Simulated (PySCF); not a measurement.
A PySCF script (with the pyscf-properties extension) for the NMR shieldings of SMILES BP[SiH2]C(=C)C, C3H10BPSi, on a GFN2-xTB geometry:

```python
import basis_set_exchange as bse
import numpy as np
from pyscf import gto, dft
from pyscf.prop import nmr

atoms = """
B     2.391197    0.357372    1.337981
P     1.712029    1.325390   -0.055414
Si    0.315105   -0.015308   -1.173642
C    -1.084188   -0.443561    0.023894
C    -1.491319   -1.689199    0.227561
C    -1.695407    0.712456    0.754088
H     1.636739   -0.132674    2.087675
H     3.539529    0.337281    1.554277
H     2.761878    1.405682   -0.944380
H    -0.165686    0.800945   -2.297046
H     0.938408   -1.243616   -1.689053
H    -1.056852   -2.524688   -0.294899
H    -2.280487   -1.928103    0.925316
H    -2.441498    0.381443    1.474179
H    -0.919599    1.271934    1.278864
H    -2.167449    1.393590    0.046672
"""
names = dict.fromkeys(["B", "P", "Si", "C", "H"], "pcSseg-1")
basis = {el: gto.basis.parse(bse.get_basis(n, elements=[el], fmt="nwchem")) for el, n in names.items()}
mol = gto.M(atom=atoms, basis=basis, charge=0, verbose=0)
mf = dft.RKS(mol, xc="PBE0")
mf.grids.level = 2
mf.grids.alignment = dft.numint.BLKSIZE   # the property module wants whole blocks of grid points
mf.conv_tol = 1e-9
mf.kernel()

calc = nmr.RKS(mf)   # GIAO
C = mf.mo_coeff
Co = C[:, mf.mo_occ > 0]
resp = mf.gen_response(singlet=True, hermi=2)
def vind(x):   # induced exchange potential for any number of trial vectors
    d = np.einsum("pi,xij,qj->xpq", C, 2 * x.reshape(-1, C.shape[1], Co.shape[1]), Co, optimize=True)
    return np.einsum("xpq,pi,qj->xij", resp(d - d.transpose(0, 2, 1)), C, Co, optimize=True).ravel()
mo1, _ = nmr.rhf.solve_mo1(calc, with_cphf=vind)
sigma = calc.kernel(mo1)
for i, s in enumerate(sigma):   # ppm
    w = np.linalg.eigvalsh((s + s.T) / 2)
    print("%2d %-2s iso %8.1f  s11 %8.1f  s22 %8.1f  s33 %8.1f" % (i, mol.atom_pure_symbol(i), w.mean(), *w))
```

Q: What are the results?

A: 
```
 0 B  iso     13.9  s11    -96.6  s22    -10.0  s33    148.2
 1 P  iso    485.8  s11    334.4  s22    521.6  s33    601.4
 2 Si iso    397.8  s11    348.1  s22    394.3  s33    450.8
 3 C  iso     38.8  s11    -74.1  s22     17.4  s33    173.0
 4 C  iso     49.8  s11    -66.0  s22     70.4  s33    144.9
 5 C  iso    158.7  s11    146.1  s22    147.4  s33    182.7
 6 H  iso     23.4  s11     13.4  s22     27.0  s33     29.7
 7 H  iso     22.8  s11     13.8  s22     26.9  s33     27.8
 8 H  iso     28.7  s11     23.8  s22     26.2  s33     36.1
 9 H  iso     26.8  s11     23.8  s22     24.9  s33     31.8
10 H  iso     26.9  s11     23.2  s22     25.5  s33     32.0
11 H  iso     25.9  s11     22.5  s22     24.6  s33     30.5
12 H  iso     25.5  s11     21.9  s22     25.1  s33     29.5
13 H  iso     29.6  s11     26.1  s22     27.9  s33     34.9
14 H  iso     29.2  s11     24.2  s22     30.3  s33     33.0
15 H  iso     29.6  s11     25.7  s22     28.0  s33     34.9
```

These numbers come from an equivalent density-fitted implementation of the same equations, which agrees with the script to about 0.01 ppm for H and up to a few tenths of a ppm for heavy atoms, so last digits may differ.

Size and cost of the density-fitted run: 166 basis functions, 21 s wall time on 1 thread of an Intel Xeon 6975P-C, shared host; peak memory 0.75 GiB.
